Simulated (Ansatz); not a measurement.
C4H8Si can be A, `C=C1CC1[SiH3]`, or B, `C#CC(C)[SiH3]`.

Computed with Ansatz on PBE0-D4/def2-TZVP structures; ΔE is electronic, products minus reactants. CCSD(T)/CBS is the MP2 limit (def2-TZVPP, def2-QZVPP) plus CCSD(T) − MP2 in def2-TZVPP, frozen cores. Functionals use def2-TZVPP. B3LYP here is the variant with VWN-RPA as its local correlation; programs differ in this.

A:

Z-matrix (Å, degrees):
```
C
C 1 1.453
C 1 1.541 2 58.3
H 1 1.085 2 118.5 3 106.1
H 1 1.086 2 119.1 3 -106.6
C 2 1.315 1 148.6 3 179.3
Si 3 1.860 1 119.1 2 -108.1
H 3 1.088 1 115.4 2 106.4
H 6 1.085 2 121.2 1 -179.9
H 6 1.084 2 121.1 1 0.4
H 7 1.489 3 110.9 1 -89.9
H 7 1.487 3 111.0 1 149.7
H 7 1.487 3 108.3 1 29.8
```

B:

```xyz
13

C    -2.037   -1.024    1.149
C    -1.119   -0.732    0.430
C     0.006   -0.343   -0.395
C    -0.301    0.878   -1.270
Si    1.496   -0.032    0.738
H    -2.853   -1.292    1.777
H     0.277   -1.190   -1.038
H    -1.148    0.680   -1.929
H     0.563    1.136   -1.888
H    -0.552    1.744   -0.655
H     1.194    1.107    1.642
H     1.798   -1.246    1.538
H     2.677    0.312   -0.101
```

Q: Which is lower in electronic energy at CCSD(T)/CBS, and by how much? (An estimate is asked.)

A: Computed: B, by 3.2 kcal/mol.

Q: Give E(B) − E(A) in kcal/mol with B3LYP-D4, PBE-D4, r2SCAN-D4, CCSD(T)/def2-TZVPP, MP2/def2-TZVPP, B2PLYP, LDA (SPW92). (Estimate.)

A: Computed: B3LYP-D4 -1.3, PBE-D4 3.0, r2SCAN-D4 1.8, CCSD(T)/def2-TZVPP -3.0, MP2/def2-TZVPP -4.0, B2PLYP -3.0, LDA (SPW92) 6.0. The order is the other way round with PBE-D4, r2SCAN-D4, LDA (SPW92).

Q: Does the order hold for the free energy at 298.15 K (harmonic terms from PBE0-D4)? (Best estimate.)

A: Computed: Yes: G(B) − G(A) = -4.2 kcal/mol.

Largest T1 diagnostic: 0.011.

Leaving LDA and LC-ωPBE aside and taking each functional with its dispersion term where it has one, the values spread over 6.3 kcal/mol, from B2PLYP to PBE0-D4. LDA lies +2.9 kcal/mol from PBE without D4. From BLYP to BHLYP (50 % exact exchange), in def2-TZVPP and without D4, E(B) − E(A) moves by +0.7 kcal/mol.
